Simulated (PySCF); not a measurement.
Compound: C8H11 (doublet state).
Geometry (GFN2-xTB, Å), atoms numbered from 1 in this order:
```
atom  x, y, z in Å
C1    -1.7500   -1.0999   -0.9299
C2    -1.1183    0.1385   -0.2971
C3    -1.7054    0.3796    1.0982
C4     0.3651   -0.0162   -0.2286
C5     1.1366   -1.0575   -0.5209
C6     2.5374   -0.8023   -0.3284
C7     2.6593    0.4595    0.1092
C8     1.3034    1.0898    0.2287
H9    -1.5407   -1.9755   -0.3199
H10   -2.8283   -0.9808   -1.0114
H11   -1.3406   -1.2692   -1.9227
H12   -1.3517    1.0125   -0.9207
H13   -1.3349    1.3094    1.5235
H14   -2.7903    0.4379    1.0431
H15   -1.4374   -0.4384    1.7633
H16    3.3208   -1.5141   -0.5102
H17    3.5669    0.9786    0.3597
H18    1.2054    1.9749   -0.4018
H19    1.0930    1.3824    1.2587
```

The hyperfine couplings belong to this conformer and change with its torsions.

As a line formula: `C1C(C(C)C)=[C]C=C1` [radical].

Computed, not measured: PySCF 2.14.0, UKS B3LYP, pcH-1 on C H, non-relativistic, mean-field spin-orbit, GIAO. The structure is a single GFN2-xTB conformer in the gas phase; no vibrational or solvent corrections. A GFN2-xTB geometry isn't a minimum of the functional, and hyperfine couplings can be far from their values at a DFT geometry. Stability of the SCF solution: not tested.

Question: Give the principal g shifts and their parts.

Answer: 
```tsv
Δg (ppm)	1	2	3
relativistic mass correction	-164	-164	-164
gauge correction	30	17	10
orbital Zeeman/spin–orbit	-532	-14	551
total	-667	-161	397
```

So g = 2.00165, 2.00216, 2.00272 and g_iso = 2.00218; the tensor is rhombic: the two nearest values differ by 48 % of g3 − g1. Axes: g1 points within 11° of the C2–C4 bond.

Question: At 9.721 GHz, how far is the centre of the isotropic spectrum from where a free electron (g = 2.002319) resonates?

Answer: B = hν/(g μB) with μB/h = 13.99624 MHz/mT gives 346.87 mT for the free electron and 346.89 mT at g_iso, 0.02 mT higher.

Question: Average each term over the three axes. Which is largest in size?

Answer: The mass correction -164, the gauge correction 19 and the orbital-Zeeman/spin–orbit term 2 ppm, for a total of -144 ppm. The mass correction is the largest in size. The mass correction is the same along every axis, so the anisotropy comes from the other two: their spans along these axes are 20 (gauge) and 1083 ppm (orbital Zeeman/spin–orbit).

Question: What are the electron Larmor frequencies g μB B/h along the three axes at 330 mT?

Answer: 9.2452, 9.2475, 9.2501 GHz for g1, g2 and g3, a range of 4.9 MHz.

Question: In a frozen sample, at which fields do the three g values resonate at 9.5, 34, 94 and 263 GHz (hyperfine left aside), and which band first spreads them over more than twice a line width of 0.5 mT?

Answer: 
```csv
band,GHz,B(g3) mT,B(g2) mT,B(g1) mT,spread mT
X,9.5,338.92,339.01,339.10,0.18
Q,34.0,1212.96,1213.30,1213.61,0.64
W,94.0,3353.49,3354.42,3355.27,1.78
J,263.0,9382.64,9385.25,9387.62,4.98
```

The spread grows in proportion to the frequency. W band is the first where it exceeds 1.0 mT.

Largest spin populations (Mulliken): C5 (+1.02), C4 (-0.14) and C8 (+0.07). C5 is the only atom above +0.15.

The HOMO–LUMO gaps are 5.35 eV among the α and 3.50 eV among the β orbitals.
